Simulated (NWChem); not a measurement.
**Total energies of FNa**

```xyz
2

Na     0.0000     0.0000    -0.8497
F      0.0000     0.0000     1.0385
```
Charge 0, spin multiplicity 1.

The numbers come from NWChem runs, not from measurements. The geometry was optimised at PBE0/def2-SVP, a minimum by its harmonic frequencies.

Basis set: cc-pVTZ (64 functions).

```csv
method,total energy (Ha),relative cost
RHF,-261.36668,1
MP2,-261.65560,under 3
B2PLYP,-262.05306,3
PBE,-262.00628,under 3
B3LYP,-262.23252,under 3
BLYP,-262.21552,under 3
CCSD(T),-261.66094,30
```

Total energies of different functionals aren't comparable as a measure of quality: only differences taken within one method are. Costs are rough ratios of processor time within this set of runs, SCF included, with RHF as 1.

The correlated methods keep 2 core orbitals frozen. B3LYP has NWChem's definition, with VWN1-RPA local correlation. The structure started from a generated list of species. Coupled-cluster values serve here as a point of comparison, not as the truth.
